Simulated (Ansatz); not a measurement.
Z-matrix (Å, degrees):
```
C
H 1 1.0922
H 1 1.0922 2 107.52
Si 1 1.9035 2 112.37 3 124.14
H 4 1.4898 1 112.58 2 0.64
H 4 1.4898 5 108.11 1 125.03
Si 1 1.9035 2 112.37 3 -124.14
H 7 1.4898 1 112.58 2 -0.64
H 7 1.4898 8 108.11 1 -125.03
Si 7 2.3570 8 115.51 9 -131.21
H 10 1.4881 7 117.07 8 -2.46
H 10 1.4881 11 109.25 7 -136.04
```
Charge 0, multiplicity 1.

Method: frozen-core CCSD(T)/cc-pVTZ // PBE0-D3(BJ)/def2-TZVP (Ansatz, an electronic-structure program).

- HF energy = -909.36030 Ha
- MP2 correlation energy = -0.54370 Ha

Problem. Estimate the CCSD correlation energy, the (T) correction, the total energy and the T1 diagnostic.

Solution. 
The CCSD correlation energy comes out as -0.60999 Ha. The (T) correction is -0.02495 Ha, the CCSD(T) total energy comes out as -909.99524 Ha and the T1 diagnostic is 0.013.
